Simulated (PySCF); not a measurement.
## Dipole response of Ir²⁺ (iridium, charge +2)

[Xe] 4f14 5d7, high-spin 4F determinant. Computed with PySCF 2.14 in aug-cc-pwCVTZ-PP with ECP60MDF (8s8p7d4f3g, 122 functions), with scalar relativity through the core potential. Coupled (time-dependent) response in atomic units; α is the mean over directions.

```tsv
method	mean α (bohr³)	C₆ (like pair)	S(−4)
PBE0	10.29	66.23	27.20
```

S(−4) is the Cauchy moment in α(ω) = α(0) + S(−4) ω² + …

Spin-orbit coupling is absent.

α(iu) at PBE0:

```tsv
u (hartree)	α(iu) (bohr³)
0	10.29
0.0500	10.22
0.100	10.03
0.200	9.373
0.300	8.546
0.500	6.961
0.750	5.440
1.00	4.344
1.50	2.928
2.00	2.088
3.00	1.195
5.00	0.5244
```

A single London oscillator, α(iu) = α/(1 + u²/ω²), gives C₆ = (3/4) ω α². Matching the computed C₆ needs ω = 4 × 66.23 / (3 × 10.29²) = 0.834 hartree.

For an ion, C₆ is the dispersion term alone; charge-induced terms of lower order in 1/R come first.

Energies and moments cover only the electrons outside the core potential. Spin-orbit coupling, absent here, splits the open shell strongly.
